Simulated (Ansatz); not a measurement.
`[NH2][Ga]([NH2])[OH]`, charge 0, multiplicity 1.

Task: Give a relaxed structure at PBE0-D4/def2-TZVP (the Gaussian-basis code of Ansatz). (Estimate.)

Result: Ansatz gave: 
Cartesian coordinates in Å:
```
N 0.702 -0.467 -1.577
Ga 0.211 0.090 0.078
N -1.475 -0.082 0.741
O 1.511 0.843 1.049
H 1.565 -0.127 -1.968
H 0.017 -0.627 -2.296
H -1.647 -0.018 1.731
H -2.131 -0.712 0.309
H 1.246 1.100 1.933
```
This is one stationary point; other conformers may exist.
